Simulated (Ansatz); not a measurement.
Start from `C[Se][GeH2][OH]` and change one atom or group to get `C[Se][GeH3]`.

Ansatz, PBE0-D4/def2-TZVP geometries, multiplicity 1. Each molecule was computed in one conformer, which needn't be the lowest.

Scalar relativity is left out up to krypton.

```json
{"property": "HOMO–LUMO gap (B3LYP/def2-TZVPP) / eV", "`C[Se][GeH2][OH]`": "6.06"}
{"property": "LUMO energy (ωB97M-V/def2-TZVPP) / eV", "`C[Se][GeH2][OH]`": "1.67"}
{"property": "LUMO energy (PBE/def2-TZVPP) / eV", "`C[Se][GeH2][OH]`": "-1.01"}
{"property": "HOMO energy (PBE/def2-TZVPP) / eV", "`C[Se][GeH2][OH]`": "-5.55"}
{"property": "HOMO–LUMO gap (ωB97M-V/def2-TZVPP) / eV", "`C[Se][GeH2][OH]`": "10.53"}
{"property": "HOMO–LUMO gap (PBE/def2-TZVPP) / eV", "`C[Se][GeH2][OH]`": "4.54"}
```

Task: Give the same properties after the change, and the shifts. (An estimate is asked.)

Result: Ansatz gave: 
```tsv
property	`C[Se][GeH3]`	shift
HOMO–LUMO gap (B3LYP/def2-TZVPP) / eV	5.80	-0.26
LUMO energy (ωB97M-V/def2-TZVPP) / eV	1.59	-0.08
LUMO energy (PBE/def2-TZVPP) / eV	-1.04	-0.03
HOMO energy (PBE/def2-TZVPP) / eV	-5.34	0.21
HOMO–LUMO gap (ωB97M-V/def2-TZVPP) / eV	10.22	-0.31
HOMO–LUMO gap (PBE/def2-TZVPP) / eV	4.30	-0.24
```

With PBE0 the HOMO rises by 0.23 eV and the LUMO falls by 0.06 eV, so the gap narrows by about 0.29 eV. PBE moves the HOMO by 0.21 eV and ωB97M-V by 0.23 eV.

B3LYP here is the variant with VWN-RPA as its local correlation; programs differ in this.

Spin–orbit coupling is left out; it splits and shifts lone-pair levels of the heavy atoms by tenths of an eV.
